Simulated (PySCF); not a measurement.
# Indirect couplings

Geometry:
| atom | x (Å) | y (Å) | z (Å) |
| --- | --- | --- | --- |
| N1 | -2.734 | -0.666 | -0.477 |
| N2 | -1.891 | 0.388 | -0.082 |
| C3 | -0.518 | 0.254 | 0.004 |
| C4 | 0.095 | -0.994 | 0.124 |
| C5 | 1.466 | -1.086 | 0.269 |
| C6 | 2.250 | 0.053 | 0.300 |
| C7 | 1.647 | 1.296 | 0.186 |
| C8 | 0.281 | 1.400 | 0.034 |
| H9 | -2.841 | -1.318 | 0.297 |
| H10 | -2.349 | -1.176 | -1.274 |
| H11 | -2.222 | 1.282 | -0.422 |
| H12 | -0.499 | -1.897 | 0.110 |
| H13 | 1.924 | -2.061 | 0.358 |
| H14 | 3.321 | -0.025 | 0.413 |
| H15 | 2.251 | 2.192 | 0.209 |
| H16 | -0.188 | 2.369 | -0.059 |

Method: B3LYP/pcJ-1 (spin–dipole term only in couplings to heteroatoms)//GFN2-xTB, PySCF 2.14.0 with density-fitted response routines; isolated molecule, single conformer, non-relativistic. Couplings are averaged over pairs made equivalent by symmetry, fast rotation or ring inversion, so a value needn't be that of the named pair in this geometry, while other rotamers aren't included; one pair stands for each set, and the list holds a selection of those of at least 0.8 Hz over up to four bonds.

Isotopes: $^{13}$C, $^{1}$H, $^{15}$N.

```
    pair  bonds  J (Hz)
  N1, N2      1    -7.3
  N1, H9      1   -71.9
  N2, C3      1   -12.3
 N2, H11      1       ?
  C3, C4      1    69.3
  C4, C5      1    66.4
 C4, H12      1       ?
  C5, C6      1    62.7
 C5, H13      1   162.7
 C6, H14      1   164.9
  C3, C5      2     1.1
  C4, C6      2    -1.3
 C5, H14      2     1.8
  N2, C5      3       ?
 N2, H12      3    -2.4
  C4, C7      3     7.1
 C4, H11      3     3.7
 C4, H14      3     8.2
 C4, H16      3       ?
 C5, H15      3     8.5
 C6, H12      3       ?
 H9, H11      3     4.7
H12, H13      3       ?
 C5, H16      4       ?
H12, H16      4       ?
H13, H15      4     1.0
```

Task: Estimate the withheld couplings, with signs.

Result: 
- $^{1}J$(N2,H11) = -99.1 Hz (bond length 1.012 Å)
- $^{1}J$(C4,H12) = 159.9 Hz (bond length 1.081 Å, sp2 carbon)
- $^{3}J$(N2,C5) = -1.3 Hz (dihedral angle 177°)
- $^{3}J$(C4,H16) = 5.6 Hz (dihedral angle 180°)
- $^{3}J$(C6,H12) = 7.7 Hz (dihedral angle 180°)
- $^{3}J$(H12,H13) = 9.2 Hz (dihedral angle 0°)
- $^{4}J$(C5,H16) = -0.8 Hz
- $^{4}J$(H12,H16) = 2.3 Hz
